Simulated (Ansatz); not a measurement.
Abridged output of a molecular run in Ansatz:

```
Functional definition: HF
694 factors; integrals over basis functions are off by at most 9.5e-4 eV
mean field evaluation 1: about -6130.4609 eV, gradient 3.5e1 eV
mean field evaluation 2: about -6130.4638 eV, gradient 3.5e1 eV
mean field evaluation 4: about -6132.9865 eV, gradient 2.8e0 eV
mean field evaluation 8: about -6133.0120 eV, gradient 8.4e-5 eV
mean field -6133.01199306 eV, -225.3840336403 hartree, gradient 1.1e-6 eV, S^2 0.000000; 0 other end points of the search recorded, 0 dependent functions left out
4 core orbitals not correlated: weight in the atoms' cores, before any rotation towards them, 1.000 or more for the frozen orbitals, at most 0.000 for the correlated occupied ones
reference -6133.01199306 eV, -225.3840336403 hartree; 11, 11 occupied and 56, 56 virtual orbitals, 694 factors
second order -14.39626693 eV of doubles, -0.00000000 eV of singles
cycle   1  -14.69229970 eV  change   -3.0e-1 eV  update   9.3e-2
cycle   2  -15.06413287 eV  change   -3.7e-1 eV  update   2.5e-2
cycle   3  -15.16125063 eV  change   -9.7e-2 eV  update   1.5e-2
cycle   4  -15.15354408 eV  change    7.7e-3 eV  update   3.6e-3
cycle   5  -15.15200960 eV  change    1.5e-3 eV  update   1.5e-3
cycle   6  -15.15257340 eV  change   -5.6e-4 eV  update   4.4e-4
cycle   7  -15.15248206 eV  change    9.1e-5 eV  update   1.7e-4
cycle   8  -15.15240456 eV  change    7.7e-5 eV  update   6.1e-5
cycle   9  -15.15242004 eV  change   -1.5e-5 eV  update   2.4e-5
perturbative correction -0.32544063 eV, -0.0119597227 hartree
Total energy: -6148.48985374 eV, -225.9528345287 hartree
```

Its atoms:

Cartesian coordinates in Å:
```
B 0.198 0.116 1.210
O 0.662 -0.132 -0.047
B -0.105 -0.129 -1.173
F 0.497 -0.390 -2.315
H -0.964 0.358 1.380
H 0.989 0.079 2.104
H -1.277 0.098 -1.160
```

**Question.** Which basis set was used?
A. def2-SVPD
B. def2-QZVPP
C. def2-SVP
D. cc-pV(T+d)Z

**Answer.** C. It gives 71 functions.

**Question.** Write the keys of the input that set method, charge and spin (a neutral closed shell needs none for the last two).

**Answer.** 
```yaml
correlation: {method: ccsd_t}
```
